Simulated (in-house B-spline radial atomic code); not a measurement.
How numerical settings move a run on K VI (K5+), [Ne] 3s2 3p2. Computed with a B-spline radial code for spherical atoms: Dirac-Kohn-Sham PBE, spherical fractional occupations, Fermi nucleus of rms radius 3.4349 fm.

Command:
```bash
python run_scf.py task.json out
```
Settings of the sound reference run:
```
Z                19
electrons        14
configuration    [Ne] 3s2 3p2
hamiltonian      dirac
method           pbe,pbe
spin_polarised   False
nucleus          fermi
rms_radius       3.4349
mass_number      39
atomic_mass      38.96371
speed_of_light   137.036
knot_spacing     0.22
spline_order     8
gauss_points     12
box_radius       10.53
max_iterations   70
damping          0.5
damped_steps     3
diis_vectors     10
tolerance        1e-08
start            Thomas-Fermi
```

Time taken, with all properties: 1.2 s on 1 thread of Arm Neoverse N1 (shared host).

It converges in 8 iterations to -593.770798 hartree, with 3p3/2 at -88.9419 eV. The other runs change the listed settings, some to values that make no sense; their results aren't properties of the atom or ion. Radii are in bohr (the nuclear one in fm), a minus after a letter asks for a j subshell, and «unchanged» means within 1e-8 hartree. The run stops when the residual is below 10 × tolerance × max(1, Z/10), or a noise floor if that is larger, and the energy moves by less than 1e-8 × √|E| hartree; so very loose and very tight tolerances often act alike.

```tsv
changed settings	outcome
max_iterations = 75, damping = 0, start = bare nucleus	converged in 9 iterations, energy unchanged, 3p3/2 level +3.0e-06 eV
first_knot = 5.26e-05	converged in 8 iterations, energy -6.49e-07 hartree from the reference, 3p3/2 level +1.4e-05 eV
spline_order = 10, box_radius = 3.16, max_iterations = 50, start = bare nucleus	converged in 8 iterations, energy +1.68e-02 hartree from the reference, 3p3/2 level +3.9e-01 eV (the program warns: 3p3/2 reaches the box edge; 3s1/2 reaches the box edge)
first_knot = 0.0526	converged in 8 iterations, energy +8.89e-02 hartree from the reference, 3p3/2 level +3.0e-02 eV
method = hf, spin_polarised = True	stopped with error: spin polarisation is not served with the Dirac Hamiltonian
first_knot = 0.158	converged in 8 iterations, energy +1.34e+00 hartree from the reference, 3p3/2 level +6.6e-01 eV
diis_vectors = 1	converged in 15 iterations, energy unchanged, 3p3/2 level +4.2e-07 eV
diis_vectors = 0	converged in 20 iterations, energy unchanged, 3p3/2 level +3.5e-06 eV
electrons = 19, configuration = [Ne] 3s2 3p7, max_iterations = 60	stopped with error: shell 3p holds at most 6 electrons
gauss_points = 4	converged in 8 iterations, energy -2.76e-07 hartree from the reference, 3p3/2 level -1.1e-06 eV
spline_order = 4, gauss_points = 8, first_knot = 5.26e-05, max_iterations = 50, damped_steps = 8	converged in 13 iterations, energy +1.77e-04 hartree from the reference, 3p3/2 level -4.1e-05 eV
first_knot = 0.000526	converged in 8 iterations, energy -5.08e-05 hartree from the reference, 3p3/2 level +2.2e-05 eV
first_knot = 5.26e-06	converged in 9 iterations, energy +6.38e-07 hartree from the reference, 3p3/2 level +1.3e-05 eV
```

Question: What happens with gauss_points = 3, box_radius = 3.16, max_iterations = 75?

Answer: Converged in 8 iterations, energy +1.64e-02 hartree from the reference, 3p3/2 level +3.8e-01 eV (the program warns: 3p3/2 reaches the box edge; 3s1/2 reaches the box edge).

Question: What happens with diis_vectors = 2?

Answer: Converged in 9 iterations, energy unchanged, 3p3/2 level +2.3e-06 eV.

Question: What happens with first_knot = 0.00526?

Answer: Converged in 8 iterations, energy -1.98e-04 hartree from the reference, 3p3/2 level +1.6e-04 eV.

Question: What happens with diis_vectors = 20?

Answer: Converged in 8 iterations, energy unchanged.
